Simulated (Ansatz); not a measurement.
CH₂F₂Zn (`F[CH2][Zn][F]`), charge 0, multiplicity 1.

Q: Give a relaxed structure at PBE0-D4/def2-TZVP (the Gaussian-basis code of Ansatz). (An estimate is asked.)

A: Computed: 
Cartesian coordinates in Å:
```
F 0.376 1.229 -1.175
C -0.336 0.168 -0.625
Zn 0.470 -0.375 1.058
F 1.197 -0.863 2.574
H -1.371 0.493 -0.483
H -0.336 -0.652 -1.349
```
Point group Cs.
